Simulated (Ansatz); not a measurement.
A series at Ti: from `[OH][Ti]([OH])([OH])[Cl]`, ligands are replaced one by one, each step taking up HCl and setting free H₂O; n counts the steps. Ansatz, PBE0-D4/def2-TZVP geometries. Each molecule was computed in one conformer, which needn't be the lowest.

```json
{"n": "0", "molecule": "`[OH][Ti]([OH])([OH])[Cl]`", "zero-point energy, PBE0-D4/def2-TZVP (kJ/mol)": "?"}
{"n": "1", "molecule": "`[OH][Ti]([OH])([Cl])[Cl]`", "zero-point energy, PBE0-D4/def2-TZVP (kJ/mol)": "73.8"}
{"n": "2", "molecule": "`[OH][Ti]([Cl])([Cl])[Cl]`", "zero-point energy, PBE0-D4/def2-TZVP (kJ/mol)": "43.6"}
{"n": "3", "molecule": "`[Cl][Ti]([Cl])([Cl])[Cl]`", "zero-point energy, PBE0-D4/def2-TZVP (kJ/mol)": "15.3"}
```

Task: By hand: fit a straight line y = ȳ + b (n − n̄) to the 3 given rows and predict n = 0.

Result: n̄ = 2.000, ȳ = 44.23; Σ(n − n̄)(y − ȳ) = -58.50, Σ(n − n̄)² = 2.000, so b = -29.25 kJ/mol a step. Prediction: 44.23 + (-29.25) × (-2.000) = 102.7 kJ/mol.

Task: By hand: compare with the computed value, 104.3 kJ/mol, and give the steps along the whole series.

Result: The line misses by 1.6 kJ/mol (computed minus predicted). Steps: -30.5, -30.2, -28.3 kJ/mol.

The steps differ by at most 2.2 kJ/mol, 7 % of a mean step, so the ligands' effects nearly add and a line is close. The miss is 1.8 % of the series' range.
